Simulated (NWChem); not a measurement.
## A calculation on C$_{2}$H$_{3}$B

SMILES: C(B)#C
```xyz
6

B      0.0000     0.0000     1.4048
C      0.0000     0.0000    -0.1026
C      0.0000     0.0000    -1.3365
H      0.0000     0.0000    -2.4193
H     -1.0514     0.0000     2.0151
H      1.0514     0.0000     2.0151
```
Charge 0, spin multiplicity 1.

All runs are NWChem calculations. All single points use one geometry, from PBE/def2-SVP, a minimum by its harmonic frequencies. It is one conformer; others weren't searched.

Symmetry labels belong to the abelian group C2v used in the runs, with the axes of the coordinates shown.

The structure started from a generated list of species.

**Question.** List the lowest 4 singlet excitations that TDA-CAM-B3LYP/aug-cc-pVDZ gives, with oscillator strengths.

**Answer.** 
```tsv
state	symmetry	energy (eV)	wavelength (nm)	f
1	a2	3.78	328	0.000
2	a1	5.47	226	0.071
3	a2	6.23	199	0.000
4	a2	6.99	177	0.000
```
